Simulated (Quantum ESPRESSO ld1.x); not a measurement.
Excited configurations of Xe2+: one electron is placed in a higher orbital outside [Kr] 4d10 5s2 5p3. The ground configuration is [Kr] 4d10 5s2 5p4. All-electron calculation, Dirac Kohn-Sham, PW91, spin-unpolarised, spherical densities, point nucleus; open shells fill j = l - 1/2 first. Program: ld1.x of Quantum ESPRESSO 7.5. Excitation = E - E(ground); binding = E(ion) - E, where the ion is the core of charge +3; n* = 3/sqrt(2 binding) in atomic units, and the quantum defect is n - n*.

outer orbital  excitation (eV)  binding (eV)     n*  quantum defect  eigenvalue (eV)  <r> (bohr)
5d3/2                   14.627        16.536  2.721           2.279          -12.893       3.013
6s1/2                   15.376        15.788  2.785           3.215          -13.269       4.059
6d3/2                   22.553         8.611  3.771           2.229           -7.178       6.456
7d3/2                   25.704         5.459  4.736           2.264           -4.619       10.71
7f5/2                   27.707         3.456  5.952           1.048           -2.946       16.30

The Delta-SCF ionisation energy is 31.163 eV (NIST Atomic Spectra Database: 31.05 eV, semi-empirical). Self-interaction in the functional shifts the binding energies and quantum defects, so they are the method's values and not measured ones. Spin polarisation and multiplet splitting are left out, so open shells lie too high by an amount that depends on their filling.

Beside tabulated values, note that spin-unpolarised runs miss the spin-polarisation part of the exchange energy of open shells.
